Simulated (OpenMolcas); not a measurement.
# Levels of Rh+ by method

* Program: OpenMolcas 26.06
* Basis: ANO-R1 [6s4p3d1f]
* Scalar Hamiltonian: X2C, finite nucleus
* Active space: 8 electrons in 6 orbitals (4d 5s)
* State averaging: 2S+1 = 3 even, 55 roots; 2S+1 = 5 even, 10 roots kept (CI in the orbitals of an earlier block); 2S+1 = 1 even, 43 roots kept (CI in the orbitals of an earlier block)
* Spin-orbit coupling: state interaction with AMFI integrals over the reference wave functions, term energies averaged over their components

Methods on the same reference wave functions:
A. CASSCF
B. SS-CASPT2, IPEA 0.25 Eh, imaginary shift 0.1 Eh (closed shells correlated: 4s 4p)
C. MS-CASPT2, IPEA 0.25 Eh, imaginary shift 0.1 Eh (closed shells correlated: 4s 4p)

Energies in cm-1 above 4d8 3F4, the measured ground level; measured values from NIST Handbook of Basic Atomic Spectroscopic Data.

```json
{"Level": "4d8 3F4", "A": "0.0", "B": "0.0", "C": "0.0", "Measured": "0.0"}
{"Level": "4d8 3F3", "A": "2544", "B": "2550", "C": "2560", "Measured": "2401"}
{"Level": "4d8 3F2", "A": "3947", "B": "3770", "C": "3760", "Measured": "3581"}
{"Level": "4d7 5s 5F5", "A": "9704", "B": "15880", "C": "15900", "Measured": "16885"}
{"Level": "4d7 5s 5F4", "A": "11316", "B": "17490", "C": "17510", "Measured": "18540"}
{"Level": "4d7 5s 5F3", "A": "12550", "B": "18720", "C": "18740", "Measured": "19792"}
{"Level": "4d7 5s 5F2", "A": "13409", "B": "19570", "C": "19590", "Measured": "20647"}
{"Level": "4d8 3P1", "A": "13807", "B": "11770", "C": "11550", "Measured": "10515"}
{"Level": "4d7 5s 5F1", "A": "13977", "B": "20100", "C": "20120", "Measured": "21180"}
{"Level": "4d8 3P0", "A": "14187", "B": "12050", "C": "11810", "Measured": "10761"}
{"Level": "4d8 1G4", "A": "18286", "B": "16440", "C": "16100", "Measured": "14855"}
{"Level": "4d7 5s 3F4(1)", "A": "20556", "B": "25080", "C": "25080", "Measured": "25377"}
{"Level": "4d7 5s 3F3(1)", "A": "22601", "B": "27190", "C": "27210", "Measured": "27439"}
{"Level": "4d7 5s 3F2(1)", "A": "24000", "B": "28520", "C": "28520", "Measured": "28835"}
{"Level": "4d7 5s 5P3", "A": "24149", "B": "28490", "C": "28510", "Measured": ""}
{"Level": "4d7 5s 5P2", "A": "24658", "B": "28860", "C": "28830", "Measured": ""}
{"Level": "4d7 5s 5P1", "A": "25491", "B": "29740", "C": "29720", "Measured": ""}
{"Level": "4d7 5s 3G5", "A": "27084", "B": "31920", "C": "31930", "Measured": ""}
{"Level": "4d7 5s 3G4", "A": "27986", "B": "32760", "C": "32780", "Measured": ""}
{"Level": "4d7 5s 3G3", "A": "29133", "B": "33940", "C": "33960", "Measured": ""}
{"Level": "4d7 5s 3H6", "A": "31919", "B": "36870", "C": "36890", "Measured": ""}
{"Level": "4d7 5s 3P2(1) [64 %]", "A": "32147", "B": "34700", "C": "34940", "Measured": ""}
{"Level": "4d7 5s 3H5", "A": "32871", "B": "37780", "C": "37800", "Measured": ""}
{"Level": "4d7 5s 3D3", "A": "33678", "B": "37170", "C": "37190", "Measured": ""}
```

Deviations, from unrounded energies. A percentage is the sum of absolute deviations over the sum of measured energies, with the sign that they share, or ± where signs differ.

| Against measurement | Levels | A | B | C |
| --- | --- | --- | --- | --- |
| mean absolute deviation (cm-1) | 13 | 4700 | 820 | 750 |
| fine structure of the ground term (%) | 2 | +8.5 | +5.7 | +5.7 |
| other terms of the ground configuration (%) | 3 | +28.1 | +11.4 | +9.2 |
| other configurations (%) | 8 | -28.3 | -3.4 | -3.4 |

C lies closest to measurement on these levels and A furthest from it. The largest miss of C in the table is 4d8 1G4, by +1200 cm-1. The ranking rests on the paired levels alone, and a cruder setting can come out closer through cancelling errors.

Between B and C the level of the table that moves most is 4d8 1G4, by 340 cm-1 (lowest in C, highest in B). Moves below CASPT2's spread within the term are not significant.

The mean deviations of B to C differ by less than CASPT2's widest spread within a term (980 cm-1), so their order carries little weight.

From A to B the spin-free energies of the other terms of 4d8 shown, above 3F, scale by factors of 0.82 to 0.88, as is usual when dynamic correlation screens the repulsion within a d or f shell.

The lowest spin-free term lies below A's lowest term by 0.390 hartree in B, 0.390 hartree in C.

CASPT2 does not keep the components of a term degenerate, so their means are used; among the terms shown or strongly mixed into the levels shown the widest spread is 980 cm-1 (4d7 5s 5F, C). Terms from blocks run as CI alone lack orbitals of their own. A single d shell beside an s shell can misplace configurations of different d count against each other. Without dynamic correlation excited terms often stand tens of per cent too high (terms of higher spin than the ground term too low), and those without a measured partner can miss by more than the paired ones (holds for A). Some levels mix across a computed gap that differs much from the measured one, so their mixing is not that of the real levels (holds for A). The CASPT2 spread within a term exceeds the gap to the next term for 4d7 5s 3H and 4d7 5s 3D, so the order of their levels is uncertain (holds for B; C). Measured partners are found by configuration, term and J. A level has none where our copy of the source lacks it or the pairing is in doubt (some pairs that miss far off the trend of their configuration count as doubtful), and it then counts in no deviation. Levels of configurations outside the active space are missing. The table leaves out levels that lie high or whose names do not pair safely across all columns.

A share in square brackets marks a mixed level and gives the weight of the term that names it, the lowest over the columns. A number in round brackets counts repeated terms of one configuration in the order of the reference energies.
